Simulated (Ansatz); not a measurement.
Consider the cleavage of the Si–Ge bond: `[SiH3][O][GeH2][SiH3]` + `O[SiH2][NH][AlH2]` → `[AlH2][NH][SiH2]O[SiH3]` + `[SiH3][O][GeH3]`.

Program: Ansatz. Geometries: PBE0-D4/def2-TZVP. ΔE: electronic, gas phase. CCSD(T)/CBS is the MP2 limit (def2-TZVPP, def2-QZVPP) plus CCSD(T) − MP2 in def2-TZVPP, frozen cores. Functionals use def2-TZVPP. For Ge outer-core shells are correlated without core-valence functions, which leaves a few kJ/mol of doubt a bond. Scalar relativity is left out up to krypton. One conformer a species, not always the lowest.

`[SiH3][O][GeH2][SiH3]`:

Cartesian coordinates in Å:
```
Si -0.743 -2.348 0.377
O -0.100 -0.847 0.397
Ge -0.211 0.548 -0.713
Si 1.113 2.256 0.284
H -0.309 -3.101 -0.833
H -0.282 -3.065 1.592
H -2.232 -2.293 0.374
H 0.310 0.087 -2.091
H -1.703 0.920 -0.844
H 0.567 2.591 1.624
H 2.515 1.787 0.415
H 1.076 3.466 -0.580
```

`O[SiH2][NH][AlH2]`:

Cartesian coordinates in Å:
```
O -1.341 -1.208 1.290
Si -1.080 -0.211 0.003
N 0.566 -0.288 -0.457
Al 1.839 0.949 -0.267
H -2.231 -1.544 1.409
H -1.355 1.207 0.353
H -1.990 -0.641 -1.098
H 0.856 -1.179 -0.840
H 1.442 2.342 0.364
H 3.296 0.574 -0.759
```

`[AlH2][NH][SiH2]O[SiH3]`:

Z-matrix (Å, degrees):
```
Si
N 1 1.715
O 1 1.637 2 113.3
H 1 1.487 2 109.9 3 -120.2
H 1 1.481 2 107.5 3 118.0
Al 2 1.786 1 128.6 3 -99.0
H 2 1.012 1 114.9 3 80.0
Si 3 1.631 1 147.1 2 -83.9
H 6 1.583 2 117.6 1 179.9
H 6 1.580 2 117.8 1 -0.4
H 8 1.486 3 109.9 1 94.3
H 8 1.488 3 110.5 1 -25.8
H 8 1.484 3 109.0 1 -146.0
```

`[SiH3][O][GeH3]`:

Cartesian coordinates in Å:
```
Si 0.348 0.396 -1.460
O -0.662 0.129 -0.205
Ge -0.451 -0.391 1.480
H 1.332 1.467 -1.137
H -0.466 0.812 -2.628
H 1.112 -0.837 -1.803
H -1.862 -0.436 2.075
H 0.437 0.640 2.197
H 0.213 -1.778 1.480
```

Problem. Is it downhill or uphill in electronic energy at CCSD(T)/CBS, and by how much? (An estimate is asked.)

Solution. Computed: Downhill: ΔE = -90.2 kJ/mol.

Problem. What do these levels give: r2SCAN-D4, ωB97M-V, B2PLYP, r2SCAN, MP2/CBS(def2), CCSD/CBS(def2)? (An estimate is asked.)

Solution. Ansatz gave: r2SCAN-D4 -85.4, ωB97M-V -91.4, B2PLYP -94.5, r2SCAN -85.1, MP2/CBS(def2) -95.4, CCSD/CBS(def2) -93.4 kJ/mol.

Largest T1 diagnostic among the species: 0.012.

In def2-TZVPP, CCSD(T) changes the Hartree–Fock value by +26.5 kJ/mol (the triples alone add +3.2 kJ/mol) and MP2 by +21.3 kJ/mol. From PBE to PBE0 (25 % exact exchange), in def2-TZVPP and without D4, ΔE moves by −8.7 kJ/mol.
